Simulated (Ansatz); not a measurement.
`C[N](C)[In]([N](C)C)[N](C)C` at its PBE0-D4/def2-TZVP geometry, where that method's forces vanish. Charge 0, multiplicity 1. In: def2 effective core potential.

```json
{"atom": "C1", "x (Å)": "0.362", "y (Å)": "1.488", "z (Å)": "2.629"}
{"atom": "N2", "x (Å)": "-0.548", "y (Å)": "1.141", "z (Å)": "1.572"}
{"atom": "C3", "x (Å)": "-1.726", "y (Å)": "1.965", "z (Å)": "1.565"}
{"atom": "In4", "x (Å)": "-0.001", "y (Å)": "-0.010", "z (Å)": "0.007"}
{"atom": "N5", "x (Å)": "-1.417", "y (Å)": "-0.908", "z (Å)": "-1.117"}
{"atom": "C6", "x (Å)": "-2.810", "y (Å)": "-0.886", "z (Å)": "-0.763"}
{"atom": "C7", "x (Å)": "-1.200", "y (Å)": "-1.300", "z (Å)": "-2.484"}
{"atom": "N8", "x (Å)": "1.936", "y (Å)": "-0.530", "z (Å)": "-0.221"}
{"atom": "C9", "x (Å)": "2.346", "y (Å)": "-1.632", "z (Å)": "-1.049"}
{"atom": "C10", "x (Å)": "3.027", "y (Å)": "0.343", "z (Å)": "0.118"}
{"atom": "H11", "x (Å)": "-0.128", "y (Å)": "1.407", "z (Å)": "3.612"}
{"atom": "H12", "x (Å)": "1.224", "y (Å)": "0.816", "z (Å)": "2.645"}
{"atom": "H13", "x (Å)": "0.742", "y (Å)": "2.520", "z (Å)": "2.548"}
{"atom": "H14", "x (Å)": "-2.285", "y (Å)": "1.869", "z (Å)": "2.510"}
{"atom": "H15", "x (Å)": "-2.404", "y (Å)": "1.685", "z (Å)": "0.755"}
{"atom": "H16", "x (Å)": "-1.494", "y (Å)": "3.037", "z (Å)": "1.442"}
{"atom": "H17", "x (Å)": "-3.394", "y (Å)": "-0.164", "z (Å)": "-1.358"}
{"atom": "H18", "x (Å)": "-3.271", "y (Å)": "-1.874", "z (Å)": "-0.923"}
{"atom": "H19", "x (Å)": "-2.946", "y (Å)": "-0.636", "z (Å)": "0.292"}
{"atom": "H20", "x (Å)": "-1.593", "y (Å)": "-2.311", "z (Å)": "-2.674"}
{"atom": "H21", "x (Å)": "-1.698", "y (Å)": "-0.626", "z (Å)": "-3.202"}
{"atom": "H22", "x (Å)": "-0.136", "y (Å)": "-1.310", "z (Å)": "-2.731"}
{"atom": "H23", "x (Å)": "2.761", "y (Å)": "-1.309", "z (Å)": "-2.019"}
{"atom": "H24", "x (Å)": "3.129", "y (Å)": "-2.226", "z (Å)": "-0.552"}
{"atom": "H25", "x (Å)": "1.511", "y (Å)": "-2.306", "z (Å)": "-1.252"}
{"atom": "H26", "x (Å)": "3.810", "y (Å)": "-0.196", "z (Å)": "0.674"}
{"atom": "H27", "x (Å)": "2.693", "y (Å)": "1.172", "z (Å)": "0.746"}
{"atom": "H28", "x (Å)": "3.512", "y (Å)": "0.779", "z (Å)": "-0.771"}
```

Q: For each bond, give half the difference of the two atoms' forces along it (eV/Å; positive pushes the atoms apart) under PBE-D4, r2SCAN-D4, B3LYP-D4, ωB97M-V in def2-TZVPP. (Estimate.)

A: Computed: 
| bond | length (Å) | PBE-D4 | r2SCAN-D4 | B3LYP-D4 | ωB97M-V |
| --- | --- | --- | --- | --- | --- |
| C1–N2 | 1.438 | 0.03 | 0.13 | 0.15 | 0.26 |
| C1–H12 | 1.093 | 0.07 | -0.05 | -0.12 | -0.08 |
| N2–C3 | 1.438 | 0.04 | 0.14 | 0.15 | 0.25 |
| C3–H14 | 1.102 | 0.12 | -0.02 | -0.07 | -0.12 |
| C3–H15 | 1.093 | 0.07 | -0.06 | -0.12 | -0.07 |
| C3–H16 | 1.103 | 0.11 | -0.04 | -0.06 | -0.11 |
| N5–C7 | 1.438 | 0.04 | 0.14 | 0.15 | 0.25 |
| C6–H19 | 1.093 | 0.07 | -0.05 | -0.12 | -0.08 |
| C7–H20 | 1.102 | 0.12 | -0.02 | -0.07 | -0.12 |
| C7–H22 | 1.092 | 0.07 | -0.06 | -0.12 | -0.07 |
| N8–C10 | 1.438 | 0.04 | 0.14 | 0.15 | 0.25 |
| C9–H24 | 1.101 | 0.13 | -0.03 | -0.07 | -0.12 |
| C10–H26 | 1.102 | 0.12 | -0.02 | -0.07 | -0.12 |
| C10–H27 | 1.092 | 0.07 | -0.06 | -0.12 | -0.07 |

B3LYP here is the variant with VWN-RPA as its local correlation; programs differ in this.
